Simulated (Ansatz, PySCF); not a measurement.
C4H2BrCl, SMILES C#C/C=C(/Cl)Br.

Geometry optimised at r2SCAN-D4/def2-SVP. The structure was generated by enumeration; whether it is a known compound was not checked.

Vertical ionisation energy (IE) and electron affinity (EA) in eV. Rows of orbital energies are one-electron estimates. Where ΔSCF, EOM or ADC give a negative EA the extra electron is unbound and the value depends on the basis.

| level | IE | EA |
|---|---|---|
| −ε(HOMO), −ε(LUMO), M06-2X/def2-TZVP (PySCF) | 8.14 | 0.80 |
| −ε(HOMO), −ε(LUMO), PBE/def2-TZVP (PySCF) | 5.99 | 2.45 |
| ΔSCF, PBE0/def2-SVPD (Ansatz), final states of multiplicity 2 and 2 | 8.95 | 0.01 |
| ΔSCF, PBE/def2-SVPD (Ansatz), final states of multiplicity 2 and 2 | 8.75 | -0.06 |

Problem. What vertical singlet–triplet gap does ΔSCF give with PBE0/def2-SVPD (Ansatz, a quantum-chemistry and plane-wave program) and with PBE/def2-SVPD (Ansatz)? (Estimate from the structure and the level; the computed values follow.)

Solution. 2.93 and 2.95 eV (triplet above singlet where positive).
